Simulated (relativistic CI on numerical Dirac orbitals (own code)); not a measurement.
**Line list: Electric-dipole lines, In⁺**

Computed by Dirac-Coulomb-Breit CI, KLI orbitals optimised for each configuration, model QED, valence Slater integrals scaled by 0.85, P86 correlation estimate, and configurations built on the next ion tied to the tabulated ionisation energy (semi-empirical) (own radial code, finite nucleus).

Configurations in the expansion (outside the closed core [Kr] 4d10): 5s², 5s5p, 5s6s, 5p², 5s5d, 5s6p, 5s6d, 5s7s, 5s5f, 5s6f, 5d², 5s4f, 5p5d, 5s7p, 5s5g, 5s7d, 5s7f, 5p6s. Levels of other configurations are missing.

```tsv
λ vac (Å)	Lower	Upper	A (s⁻¹)	log gf	S velocity/length
926.96	5s² ¹S0 [1]	5s6p ³P°1 [16]	6.55e+04	-4.60	1.27
1673.7	5s5p ³P°0 [2]	5s5d ³D1 [12]	6.95e+08	-0.06	0.90
1700.6	5s5p ³P°1 [3]	5s5d ³D2 [13]	8.73e+08	0.28	0.90
1702.7	5s5p ³P°1 [3]	5s5d ³D1 [12]	5.49e+08	-0.15	0.90
1764.9	5s5p ³P°2 [4]	5s5d ³D3 [14]	1.20e+09	0.59	0.90
1767.8	5s5p ³P°2 [4]	5s5d ³D2 [13]	3.74e+08	-0.06	0.91
1770.1	5s5p ³P°2 [4]	5s5d ³D1 [12]	4.03e+07	-1.25	0.90
1935.0	5s5p ³P°0 [2]	5s6s ³S1 [6]	1.17e+08	-0.70	0.80
1973.9	5s5p ³P°1 [3]	5s6s ³S1 [6]	3.09e+08	-0.27	0.78
2065.0	5s5p ³P°2 [4]	5s6s ³S1 [6]	4.01e+08	-0.11	0.73
2285.4	5s² ¹S0 [1]	5s5p ³P°1 [3]	1.53e+06	-2.44	0.73
7139.3	5s6s ³S1 [6]	5s6p ³P°2 [17]	6.64e+07	0.40	0.71
7428.6	5s6s ³S1 [6]	5s6p ³P°1 [16]	5.89e+07	0.17	0.68
```

Terms are leading LS components. Brackets give the number of a level in order of energy, since labels repeat. The list gives strong lines, with weight on those to low levels, without configurations that were not tied to measured data, among the lowest 62 of 79 levels, so that lines to higher ones, which can be the strongest, are missing, and without lines across small gaps between configurations, and without 77 lines that miss the measured interval by over 3.5 %, start from a term whose rates miss tabulated ones by over 60 %, have gauges far apart or, lacking measured levels, span too small a gap for the errors found; lines with a level outside our table were not tested and can miss by more. Levels whose partners in the same complex of configurations lie outside the list can be far off, and so can their lines. Rates are taken at the computed energies, electric ones in the length gauge. A velocity-to-length ratio far from 1 marks an uncertain rate.

Configurations that consist of the next ion and one excited electron were tied to the tabulated ionisation energy; Rydberg ones are usually within 1,000 to 3,000 cm⁻¹ and the lowest ones within about 6,000 (9,000 in d shells), while levels on excited terms of the next ion carry the error of that term, and the other configurations can be misplaced by 10,000 cm⁻¹ or more. Rates follow the energies as ν³ (E1, M1) or ν⁵ (E2), so rates, branching and lifetimes can be off by large factors. The fine structure of a lone outer electron comes out too small, for d and f at times inverted, and misplaced configurations move strength between like terms. 17 of the 19 excited levels that our extract of the measured tables holds in this range could be paired (the sources list more); they are missed by 1514 cm⁻¹ on average and 5068 at most, and levels without a partner can miss by more.

(1) From the table, what is the radiative lifetime of 5s5d ³D1?

Results:

(1) The listed rates from this level add up to about 1.28e+09 s⁻¹, 100 % of its decay; with all channels τ = 7.79e-10 s.

LS names give the leading component of a level, which can be under half, so a name can repeat, a term be missing and a line seem to break the LS rules.
